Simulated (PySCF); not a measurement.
A GIAO shielding run with PySCF (density fitting, non-relativistic, gas phase) on `C#C[Si@@H](C#N)CCOC`, C$_{6}$H$_{9}$NOSi:

```
$ OMP_NUM_THREADS=1 python probes_run.py task.json out

{"job": {"kind": "nmr", "xc": "PBE0", "basis": "pcSseg-1"}, "charge": 0, "multiplicity": 1}
C      4.047096     0.908770     0.522283
C      2.847413     0.832467     0.500609
Si     0.994974     0.729480     0.457872
C      0.546421     1.226970    -1.290785
N      0.224107     1.496524    -2.356384
C      0.507656    -1.105327     0.667802
C     -0.879541    -1.229102     0.063318
O     -1.515892     0.006953     0.322132
C     -2.689751     0.223010    -0.415566
H      5.097441     0.970798     0.539653
H      0.395332     1.661784     1.408334
H      0.482938    -1.361449     1.725786
H      1.202336    -1.788579     0.183005
H     -0.809461    -1.385991    -1.023130
H     -1.466375    -2.055220     0.491365
H     -3.438722    -0.545954    -0.193557
H     -3.071295     1.198844    -0.122095
H     -2.483437     0.222339    -1.492300
```

Hardware: 1 thread of an Arm Neoverse V1, shared host. The job also computes population analyses, field gradients.

(1) How large is the calculation?

(2) How long does it take, and how much memory does it need?

Results:

(1) 74 electrons, 205 basis functions and 1078 auxiliary functions.

(2) 42 s of wall time, with 16 SCF cycles and 5 response iterations; peak memory 0.92 GiB. Times on a shared host scatter by some tens of per cent.
